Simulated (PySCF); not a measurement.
C2H7FSi2, SMILES C(/[SiH3])=C/[SiH2]F. Heavy atoms are numbered as in [F:1][SiH2:2]/[CH:3]=[CH:4]\[SiH3:5]. Hydrogens are named by the atom that carries them.

Coordinates come from a PBE0-D3(BJ)/def2-SVP optimisation. The structure was generated by enumeration; whether it is a known compound was not checked. One conformer was computed; it need not be the lowest.

These are PBE/pcSseg-1 (PySCF) values and carry that method's errors.

GIAO shieldings, no solvent; atoms alike by connectivity are averaged. δ = σ(ref) − σ: ¹⁹F against CFCl3 (σ = 133.6 ppm); ²⁹Si against TMS (σ = 335.4 ppm); ¹³C against TMS (σ = 182.0 ppm); ¹H against TMS (σ = 31.49 ppm), references at their B3LYP-D3(BJ)/def2-TZVP geometries, non-relativistic.

| atoms | nucleus | count | δ (ppm) |
|---|---|---|---|
| F1 | ¹⁹F | 1 | [?] |
| Si2 (SiH2) | ²⁹Si | 1 | 0.9 |
| Si5 (SiH3) | ²⁹Si | 1 | -79.2 |
| C4 (CH) | ¹³C | 1 | [?] |
| C3 (CH) | ¹³C | 1 | 154.8 |
| H on C4 | ¹H | 1 | [?] |
| H on C3 | ¹H | 1 | [?] |
| H on Si2 | ¹H | 2 | 5.97 |
| H on Si5 | ¹H | 3 | 4.60 |

Problem. What belongs in the gaps? (The exact figures need the calculation; the answer reports its results.)

Solution. 
- H on C3, δ (ppm): 7.11
- C4 (CH), δ (ppm): 156.1
- F1, δ (ppm): -256.6
- H on C4, δ (ppm): 7.61
